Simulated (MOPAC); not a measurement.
Input for MOPAC: PM6 on C3H4N2 (a complex).

```
PM6 1SCF PRECISE CHARGE=0 THREADS=1
C3H4N2

N      0.30354768 1     1.69793685 1     0.84836188 1
N      0.31512451 1     0.74417632 1     0.31923992 1
C     -0.07246815 1    -1.53934051 1     3.21178979 1
C     -0.08901531 1    -0.35105474 1     3.73888572 1
C     -0.10435326 1     0.84120718 1     4.25632195 1
H     -0.98348436 1    -2.01586776 1     2.86839807 1
H      0.85296028 1    -2.09206034 1     3.09772816 1
H      0.00952165 1     1.72363044 1     3.63674187 1
H     -0.23124782 1     0.99190981 1     5.32211713 1
```

Output:

```
*******************************************************************************
 **                                                                           **
 **                              MOPAC v23.2.5                                **
 **                                                                           **
 *******************************************************************************
 ** MOPAC's Digital Object Identifier: https://doi.org/10.5281/zenodo.6511958 **
 **                                                                           **
 ** Please cite the open-source release paper for use of this MOPAC version:  **
 ** J. E. Moussa and J. J. P. Stewart (2026)                                  **
 ** MOPAC: An open-source semiempirical molecular orbital program             **
 ** J. Open Source Softw., 11(119), 8025, https://doi.org/10.21105/joss.08025 **
 *******************************************************************************

                              PM6 CALCULATION RESULTS

 *******************************************************************************
 *  PM6        - The PM6 Hamiltonian to be used
 *
 *
 *
 *                 CHARGE ON SYSTEM = 0
 *
 *
 *
 *  PRECISE    - TIGHTER CRITERIA TO BE USED
 *  1SCF       - DO 1 SCF AND THEN STOP
 *  THREADS=1  - MULTI-THREADING NOT USED
 *  T=         - A TIME OF 172800.0 SECONDS REQUESTED
 *  DUMP=N     - RESTART FILE WRITTEN EVERY 7200.0 SECONDS REQUESTED
 *******************************************************************************
PM6 1SCF PRECISE CHARGE=0 THREADS=1
 C3H4N2

   ATOM   CHEMICAL          X               Y               Z
  NUMBER   SYMBOL      (ANGSTROMS)     (ANGSTROMS)     (ANGSTROMS)

     1       N          0.30354768  *   1.69793685  *   0.84836188  *
     2       N          0.31512451  *   0.74417632  *   0.31923992  *
     3       C         -0.07246815  *  -1.53934051  *   3.21178979  *
     4       C         -0.08901531  *  -0.35105474  *   3.73888572  *
     5       C         -0.10435326  *   0.84120718  *   4.25632195  *
     6       H         -0.98348436  *  -2.01586776  *   2.86839807  *
     7       H          0.85296028  *  -2.09206034  *   3.09772816  *
     8       H          0.00952165  *   1.72363044  *   3.63674187  *
     9       H         -0.23124782  *   0.99190981  *   5.32211713  *



          CARTESIAN COORDINATES

    NO.       ATOM           X           Y           Z

     1         N          0.3035      1.6979      0.8484
     2         N          0.3151      0.7442      0.3192
     3         C         -0.0725     -1.5393      3.2118
     4         C         -0.0890     -0.3511      3.7389
     5         C         -0.1044      0.8412      4.2563
     6         H         -0.9835     -2.0159      2.8684
     7         H          0.8530     -2.0921      3.0977
     8         H          0.0095      1.7236      3.6367
     9         H         -0.2312      0.9919      5.3221

 General Reference for PM6:
 "Optimization of Parameters for Semiempirical Methods V: Modification of NDDO Approximations
 and Application to 70 Elements", J. J. P. Stewart, J. Mol. Mod., 13, 1173-1213 (2007)
 URL: https://link.springer.com/article/10.1007/s00894-007-0233-4

           Empirical Formula: C3 H4 N2  =     9 atoms



      MOLECULAR POINT GROUP   :   Cs


      RHF CALCULATION, NO. OF DOUBLY OCCUPIED LEVELS = 13


 -------------------------------------------------------------------------------
 PM6 1SCF PRECISE CHARGE=0 THREADS=1
 C3H4N2



     1SCF WAS SPECIFIED, SO BFGS WAS NOT USED
     SCF FIELD WAS ACHIEVED


                              PM6 CALCULATION
                                                       MOPAC v23.2.5 Linux




          FINAL HEAT OF FORMATION =         83.97562 KCAL/MOL =     351.35401 KJ/MOL


          COSMO AREA              =        126.65 SQUARE ANGSTROMS
          COSMO VOLUME            =        109.71 CUBIC ANGSTROMS

          IONIZATION POTENTIAL    =         10.433559 EV
          HOMO LUMO ENERGIES (EV) =        -10.434  0.228
          NO. OF FILLED LEVELS    =         13
          MOLECULAR WEIGHT        =         68.0780         POINT GROUP:  Cs

          MOLECULAR DIMENSIONS (Angstroms)

            Atom       Atom       Distance
            H     9    N     2     5.03872
            N     1    H     7     3.97185
            N     1    H     6     1.79806


          SCF CALCULATIONS        =          1





   ATOM   CHEMICAL          X               Y               Z
  NUMBER   SYMBOL      (ANGSTROMS)     (ANGSTROMS)     (ANGSTROMS)

     1       N          0.30354768  *   1.69793685  *   0.84836188  *
     2       N          0.31512451  *   0.74417632  *   0.31923992  *
     3       C         -0.07246815  *  -1.53934051  *   3.21178979  *
     4       C         -0.08901531  *  -0.35105474  *   3.73888572  *
     5       C         -0.10435326  *   0.84120718  *   4.25632195  *
     6       H         -0.98348436  *  -2.01586776  *   2.86839807  *
     7       H          0.85296028  *  -2.09206034  *   3.09772816  *
     8       H          0.00952165  *   1.72363044  *   3.63674187  *
     9       H         -0.23124782  *   0.99190981  *   5.32211713  *

                             CARTESIAN COORDINATES

   1    N        0.303547680     1.697936850     0.848361880
   2    N        0.315124510     0.744176320     0.319239920
   3    C       -0.072468150    -1.539340510     3.211789790
   4    C       -0.089015310    -0.351054740     3.738885720
   5    C       -0.104353260     0.841207180     4.256321950
   6    H       -0.983484360    -2.015867760     2.868398070
   7    H        0.852960280    -2.092060340     3.097728160
   8    H        0.009521650     1.723630440     3.636741870
   9    H       -0.231247820     0.991909810     5.322117130


           Empirical Formula: C3 H4 N2  =     9 atoms



      MOLECULAR POINT GROUP   :   Cs


                  EIGENVALUES
 -38.22372 -27.55738 -25.00446 -18.77181 -18.31707 -16.92373 -16.90951 -15.31238
 -15.28593 -14.84202 -12.67589 -10.44024 -10.43356   0.22794   0.23316   1.02689
   1.04017   3.57740   5.12315   5.43174   5.93247   5.94909   6.08551   6.74749


              NET ATOMIC CHARGES AND DIPOLE CONTRIBUTIONS

  ATOM NO.   TYPE          CHARGE      No. of ELECS.   s-Pop       p-Pop
    1          N          -0.006214        5.0062     1.78931     3.21691
    2          N           0.006144        4.9939     1.78944     3.20442
    3          C          -0.447911        4.4479     1.10649     3.34142
    4          C           0.143084        3.8569     1.11831     2.73861
    5          C          -0.449817        4.4498     1.10694     3.34288
    6          H           0.187946        0.8121     0.81205
    7          H           0.187911        0.8121     0.81209
    8          H           0.190603        0.8094     0.80940
    9          H           0.188253        0.8117     0.81175
 DIPOLE           X         Y         Z       TOTAL
 POINT-CHG.     0.002    -0.009    -0.025     0.027
 HYBRID        -0.002    -0.010     0.017     0.020
 SUM           -0.000    -0.019    -0.008     0.020


          ATOMIC ORBITAL ELECTRON POPULATIONS

     Atom    s        px        py        pz
    1  N   1.78931   1.00234   1.16201   1.05256
    2  N   1.78944   0.99772   1.15844   1.04826
    3  C   1.10649   1.15688   1.05332   1.13122
    4  C   1.11831   0.89353   0.94259   0.90249
    5  C   1.10694   1.15002   1.05412   1.13874
    6  H   0.81205
    7  H   0.81209
    8  H   0.80940
    9  H   0.81175

 **********************
 *                    *
 * JOB ENDED NORMALLY *
 *                    *
 **********************




 == MOPAC DONE ==
```

The run finished.

Cost: roughly 0.020 core-seconds.
